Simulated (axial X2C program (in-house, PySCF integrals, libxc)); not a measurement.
## ZrC: nuclear properties from DFT to coupled cluster

Computed with an axial X2C code built on PySCF integrals: two-component X2C with atomic mean-field Coulomb and Gaunt terms, Gaussian nuclei, basis Zr dyall-acv3z, C dyall-av3z with contracted cores.

R = 1.775 Å (near the PBE0 minimum at charge 0 of the determinant lowest at the starting distance; the state shown can have its own minimum elsewhere); state Ω = 1 (⟨Sz⟩ = 1.00, ⟨Lz⟩ = 0.00 at PBE0).

```json
{"level": "PBE0", "Eeff magnitude (GV/cm)": "2.58", "Ws magnitude Zr (kHz)": "1.12", "A∥/gI Zr (MHz)": "1880", "qzz Zr (a.u.)": "-2.70", "A∥/gI C (MHz)": "93.4", "μ (D)": "-3.79"}
{"level": "HF", "Eeff magnitude (GV/cm)": "3.48", "Ws magnitude Zr (kHz)": "1.52", "A∥/gI Zr (MHz)": "1510", "qzz Zr (a.u.)": "-2.57", "A∥/gI C (MHz)": "109", "μ (D)": "-3.82"}
{"level": "B3LYP", "Eeff magnitude (GV/cm)": "2.57", "Ws magnitude Zr (kHz)": "1.11", "A∥/gI Zr (MHz)": "1970", "qzz Zr (a.u.)": "-2.85", "A∥/gI C (MHz)": "101", "μ (D)": "-3.87"}
```

Eeff is the effective electric field on the electron electric dipole moment in this Ω state and Ws the scalar–pseudoscalar constant of the nucleus named (defined with the proton number Z and per Ω); A∥ (defined per Ω) follows by multiplying with gI = μI/(I μN); qzz is the electric field gradient, eQq0 = 234.96 MHz × Q/barn × qzz; μ is positive if the C end (last atom) is positive. The operators were transformed with the bare-nucleus X2C matrices; with these basis sets, hyperfine constants and field gradients can be off by tens of per cent, and where levels differ in sign neither size nor sign is settled.

Finite-field MP2, CCSD and CCSD(T), with 16 electrons correlated in 130 natural virtual spinors (MP2 remainder added):

```csv
level,Eeff magnitude (GV/cm),Ws magnitude Zr (kHz),A∥/gI Zr (MHz),qzz Zr (a.u.),A∥/gI C (MHz),μ (D)
MP2,4.03,1.73,1640,-1.28,37,-5.82
CCSD,2.89,1.24,1770,-2.60,89.9,-3.96
CCSD(T),2.75,1.18,1790,-2.60,94.1,-3.94
```

T1 = 0.054 (Lee–Taylor), a sign of multireference character. One unrestricted determinant, the lowest of a limited PBE0 search, is the reference; the functionals treat spin collinearly. With several open shells it need not be a pure state. Correlation of the inner shells is missing, which matters for properties at the nucleus. Number of frozen shells: Zr 3 s, 2 p, 1 d; C 1 s.

(1) By how much does correlation change each value, CCSD(T) against HF?

Results:

(1) Eeff magnitude -21 %; Ws magnitude Zr -22 %; A∥/gI Zr 19 %; qzz Zr 1 %; A∥/gI C -14 %; μ 3 %.
